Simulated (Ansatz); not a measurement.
Cd(SiH3)(GeH3) (CdGeH6Si), SMILES [SiH3][Cd][GeH3].

The structure is a stationary point at B3LYP-D3(BJ)/def2-SVP. The structure was generated by enumeration; whether it is a known compound was not checked. The def2 effective core potentials stand for the cores of Cd; spin–orbit coupling is left out.

Two levels are set side by side: PBE/def2-SVPD (Ansatz, a program for electronic structure) and PBE0/def2-SVPD (Ansatz). Energy differences of separate SCF runs at the same geometry; the states with an electron removed or added have multiplicity 2 and 2. Differences are taken from unrounded values.

| quantity | PBE |
|---|---|
| vertical ionisation energy (eV) | 8.31 |
| vertical singlet–triplet gap (eV) | 3.70 |

These are the PBE values. What does PBE0 give? (Estimate from the structure and the level; the computed values follow.)


| quantity | PBE0 | PBE minus PBE0 |
|---|---|---|
| vertical ionisation energy (eV) | 8.44 | -0.13 |
| vertical singlet–triplet gap (eV) | 3.85 | -0.15 |
